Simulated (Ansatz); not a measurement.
`[OH][Al]1[CH2][SiH2][SiH2]1`. Charge 0, multiplicity 1. The geometry is a stationary point of PBE0-D4/def2-TZVP. It is one conformer, not always the lowest.

```xyz
12

O    -2.043   -0.453   -2.119
Al   -0.762   -0.247   -1.030
C    -0.086    1.435   -0.283
Si    0.631    0.647    1.282
Si    0.730   -1.547    0.404
H    -2.349   -1.303   -2.428
H    -0.745    2.290   -0.131
H     0.748    1.765   -0.919
H     1.886    1.270    1.785
H    -0.393    0.677    2.367
H     0.325   -2.682    1.277
H     2.057   -1.852   -0.205
```

**Question.** What is the dipole moment at ωB97M-V/def2-TZVPP? (Estimate.)

**Answer.** The calculation gave: 1.20 D, with components (-0.33, -0.69, -0.92) D in this frame, pointing from negative to positive charge.

**Question.** And with PBE, r2SCAN, B3LYP? (An estimate is asked.)

**Answer.** Ansatz gave: PBE 1.12 D, r2SCAN 1.17 D, B3LYP 1.16 D.

**Question.** Give the Mulliken charges with ωB97M-V, r2SCAN, B3LYP in def2-TZVPP. (Best estimate.)

**Answer.** Ansatz gave: 
```tsv
atom	ωB97M-V	r2SCAN	B3LYP
O1	-0.38	-0.43	-0.39
Al2	0.54	0.64	0.53
C3	-0.51	-0.42	-0.41
Si4	0.15	0.23	0.22
Si5	-0.12	-0.08	-0.05
H6	0.16	0.19	0.17
H7	0.12	0.08	0.10
H8	0.13	0.09	0.10
H9	-0.03	-0.08	-0.07
H10	-0.03	-0.07	-0.07
H11	-0.02	-0.07	-0.06
H12	-0.02	-0.06	-0.06
```

B3LYP here is the variant with VWN-RPA as its local correlation; programs differ in this.
